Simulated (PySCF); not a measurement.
TcOI₂: breathing scan

All numbers come from PySCF, UPBE, basis Tc def2-SVP with ECP28, O def2-SVP, I def2-SVP with ECP28 (scalar-relativistic core potentials, no spin–orbit coupling, density fitting).

Rigid scan from the doublet minimum (Tc–I 2.564 Å (×2), Tc–O 1.637 Å; I–Tc–I 118.2°, I–Tc–O 120.9° (×2)). Coordinate: all bonds to the central atom scaled together. Energies in kJ/mol from the minimum.

```csv
scale of all bonds to the centre,E (kJ/mol),dipole size (D),⟨S²⟩
0.88,350.2,0.22,0.75
0.92,134.8,0.48,0.75
0.96,29.3,0.67,0.75
1.00,0.0,0.80,0.76
1.04,22.5,0.87,0.76
1.08,79.0,0.91,0.77
1.14,200.1,0.92,0.83
1.22,386.1,0.84,1.10
1.35,657.0,0.41,2.19
```

Spin contamination is strong at 1.22, 1.35, so these points are less reliable.

Open d and f shells are described by one determinant, and the ground state may have another occupation or spin. No spin–orbit coupling is included, which matters more the heavier the element.
